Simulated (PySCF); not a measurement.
Coordinates in bohr (charge 0 multiplicity 2):
```
I     0.0000    0.0000   -0.7725
S     3.5881    0.0000    1.5331
S    -3.5881    0.0000    1.5331
```

Method: UPBE0 in PySCF with I def2-TZVP with ECP28, S def2-TZVP; scalar-relativistic core potentials, no spin–orbit coupling; density-fitted integrals.

This geometry of IS2 is a stationary point at this level.

Problem. What is the point group?

Solution. C2v.

Problem. Is it a minimum?

Solution. Yes: all harmonic wavenumbers are real.

Problem. Give the atomic charges and bond orders.

Solution. 
```json
{"atom": "I1", "Mulliken": "0.60", "Löwdin": "0.42", "polar tensor": "0.48", "spin (Mulliken)": "0.21", "Mayer order to I1": "–"}
{"atom": "S2,3", "Mulliken": "-0.30", "Löwdin": "-0.21", "polar tensor": "-0.24", "spin (Mulliken)": "0.40", "Mayer order to I1": "1.48"}
```
Other Mayer orders above 0.3: S–S 0.42.

Problem. What is the atomisation energy, with and without zero-point energy?

Solution. 382 kJ/mol without, 376 kJ/mol with.

This need not be the most stable arrangement of these atoms. Spin–orbit coupling, left out here, can matter for elements this heavy.
